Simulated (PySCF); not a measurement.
Si(CCH)2(Cl)(H), SMILES C#C[SiH](Cl)C#C (CAM-B3LYP/def2-SVP optimised geometry):

```
9

Si    -1.800    -0.693     0.000
Cl    -2.479    -1.627    -1.710
C     -2.419    -1.595     1.461
C     -2.838    -2.176     2.437
C      0.025    -0.693     0.000
C      1.236    -0.674     0.003
H     -2.311     0.693     0.000
H     -3.209    -2.696     3.303
H      2.311    -0.659     0.005
```

Level of theory: PySCF 2.14.0 with CAM-B3LYP/def2-TZVP.

**Question.** What are the frontier orbital energies and the dipole moment?

**Answer.** HOMO-2 -9.99 eV, HOMO-1 -9.99 eV, HOMO -9.80 eV, LUMO -0.05 eV, LUMO+1 0.48 eV; dipole moment 1.84 D.

On the same geometry PySCF 2.14.0 with PBE/def2-TZVP gives HOMO-2 -7.41 eV, HOMO-1 -7.40 eV, HOMO -7.24 eV, LUMO -2.08 eV, LUMO+1 -1.61 eV; dipole moment 1.72 D.

Meta-Löwdin charges at CAM-B3LYP/def2-TZVP: Si1 0.89, Cl2 -0.29, C3 -0.31, C4 -0.12, C5 -0.31, C6 -0.12, H7 -0.09, H8 0.18, H9 0.18.
